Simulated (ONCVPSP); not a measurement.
**Which change was made? (Mo, ONCV)**

```json
{
 "Element": "Mo (Z = 42)",
 "Generator": "ONCVPSP 4.0.1",
 "Type": "optimised norm-conserving Vanderbilt (ONCV)",
 "Functional": "PBE",
 "Relativity": "scalar-relativistic",
 "Frozen core": "[Ar] 3d10",
 "Valence charge": "14",
 "Reference configuration": "4s2 4p6 4d3 (charge +3)",
 "Partial waves": "4s: rc 1.65 bohr, ncon 3, nbas 6, qcut 6.1 1/bohr, local; 4p: rc 2.05 bohr, ncon 4, nbas 8, qcut 7.3 1/bohr, 2 projectors, debl 1.6 Ha; 4d: rc 1.70 bohr, ncon 4, nbas 8, qcut 5.6 1/bohr, 2 projectors, debl 3.8 Ha",
 "Local potential": "the s channel",
 "Core correction": "Teter function, fcfact 2.25, rcfact 1.5"
}
```

In the p channel the program set the typed energies aside and used -2.573, 0.050 Ha.

Cutoffs, loose and tight: the cutoffs (Ha) at which the residual kinetic energy of the hardest occupied pseudo-wave falls to 1 and 0.1 mHa per electron. They do not see the model core or the augmentation charge, which bear on the density cutoff. Test errors are all-electron minus pseudo excitation energies from the reference, over the configurations 4s2 4p6 4d5 5s1; 4s2 4p6 4d5; 4s2 4p6 4d4; 4s2 4p6 4d5 5p1; variants that change the core or the reference have their own tests. The largest error is taken over the tests solved by every variant that gives reliable tests at all, those not shown here included: 4s2 4p6 4d4; 4s2 4p6 4d5; 4s2 4p6 4d5 5p1.

The base gives: outcome: generated, projector energies reset by the program; cutoff, loose: 26 Ha; cutoff, tight: 74 Ha; bound ghosts: none; GHOST(+) flags above zero: none; largest test error (meV): +14.

After one change the result is: outcome: generated, projector energies reset by the program; cutoff, loose: 78 Ha; cutoff, tight: 90 Ha; bound ghosts: none; GHOST(+) flags above zero: none; largest test error (meV): +23. Which change was it?
A. all radii but the core radius scaled by about 1.10 (s 1.82, p 2.26, d 1.88 bohr)
B. d: qcut 3.3
C. d: rc 1.65, qcut 5.8

B. The others give: d: rc 1.65, qcut 5.8 → outcome: generated, projector energies reset by the program; cutoff, loose: 20 Ha; cutoff, tight: 76 Ha; bound ghosts: none; GHOST(+) flags above zero: none; largest test error (meV): +13 | all radii but the core radius scaled by about 1.10 (s 1.82, p 2.26, d 1.88 bohr) → outcome: generated, projector energies reset by the program; cutoff, loose: 17 Ha; cutoff, tight: 59 Ha; bound ghosts: none; GHOST(+) flags above zero: none; largest test error (meV): +24.
